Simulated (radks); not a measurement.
Values are calculated unless marked as measured or tabulated.
Spherical quantum dot in the effective-mass picture: electrons in a parabolic well V = omega^2 r^2 / 2 with omega = 0.629, with a point charge +1 (a donor) at the centre, all in effective atomic units (hartree* = m*/eps^2 hartree, bohr* = eps/m* bohr), one dielectric constant everywhere. Level of theory: non-relativistic Kohn-Sham, exchange-only LDA, spin-polarised, spherical densities (a radial shooting solver with Libxc functionals). Levels are named by radial order and angular momentum (1s, 1p, 1d, 2s, ...), and open shells are averaged over m. Results are scaled to m* = 0.053 and eps = 12, for which hartree* = 10.02 meV and bohr* = 11.98 nm.

N = 3, configuration 1s2 1p(up 1, down 0). This is the lowest configuration that the search found. Occupied and some empty levels:

level,occupation,eigenvalue (meV),<r> (nm)
1s up,1,14.351,14.99
1s down,1,14.933,14.62
1p up,1,21.911,23.17
1p down,0,22.802,23.11
2s up,0,26.088,24.88
2s down,0,26.769,25.16
1d up,0,27.957,27.97
1d down,0,28.862,28.13
1f up,0,33.953,31.83
1f down,0,34.787,32.10

Energy (meV): total 26.4411, kinetic 20.664, external -12.776, Hartree 27.854, exchange-correlation -9.3005.
